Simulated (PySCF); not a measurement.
Species: B4H7N3.
Atom-mapped SMILES: `[BH2:1][N:2]1[BH:3][NH:4][BH:5][NH:6][BH:7]1`

NICS is the negative of the GIAO shielding at a point without a nucleus: at the ring centre (0) and 1 Å above and below it (1); zz is the component along the ring normal. Level: GIAO PBE0/pcSseg-1 (PySCF, non-relativistic, gas phase) on the PBE0-D3(BJ)/def2-SVP geometry, one conformer.

Ring bond lengths (Å), with Mayer bond orders in brackets: N2–B3 1.454 (1.03), B3–N4 1.420 (1.20), N4–B5 1.428 (1.15), B5–N6 1.428 (1.15), N6–B7 1.420 (1.20), B7–N2 1.453 (1.04).

**Question.** Give the NICS values of each ring in ppm.

**Answer.** 
```json
{"ring": "N2–B3–N4–B5–N6–B7", "type": "6-membered ring with 3 B and 3 N; formal bonds all single", "NICS(0)": "-1.4", "NICS(1), two faces": "-2.9 / -2.8", "NICS(1)zz, two faces": "-3.8 / -3.8", "rms pucker (Å)": "0.00", "centre to ring atoms, mean (Å)": "1.43"}
```

**Question.** What do they say, and how far can they be read as aromaticity?

**Answer.** 
- N2–B3–N4–B5–N6–B7: mean NICS(1)zz -3.8 ppm, shielded.

**Question.** How do the values depend on the level or the medium?

**Answer.** 
```
                            level  NICS(0), N2–B3–N4–B5–N6–B7  mean NICS(1)zz, N2–B3–N4–B5–N6–B7
               PBE0/pcSseg-1, gas                        -1.4                               -3.8
               PBE0/pcSseg-2, gas                        -0.2                               -3.9
PBE0/pcSseg-1, IEF-PCM chloroform                        -1.3                               -3.9
```

The geometry is the same throughout; the continuum's cavity takes Bondi-type radii × 1.2.
